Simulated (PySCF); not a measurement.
Relaxation of singlet [CaI3]-

Level of theory: PBE0/[Ca def2-SVPD, I def2-SVPD with ECP28], scalar-relativistic core potentials, density fitting, no spin–orbit coupling, PySCF. A (50,194) grid was used.

A hand-made trigonal planar start, of D3h symmetry, held to at least that symmetry:

```xyz
4
charge -1 multiplicity 1, angstrom
Ca    0.0000    0.0000    0.0000
I     3.0400    0.0000    0.0000
I    -1.5200    2.6327    0.0000
I    -1.5200   -2.6327    0.0000
```

**Question.** What does it relax to?

**Answer.** It ends at D3h with Ca–I 2.932 Å (×3); I–Ca–I 120.0° (×3) (after a last refinement on a finer grid). A frequency run shows a minimum. Other isomers or separated fragments may lie lower.

**Question.** How much energy is released, and in how many steps?

**Answer.** 7.8 kJ/mol in 4 steps.

The relaxation took of the order of 70 core-seconds on a shared host.
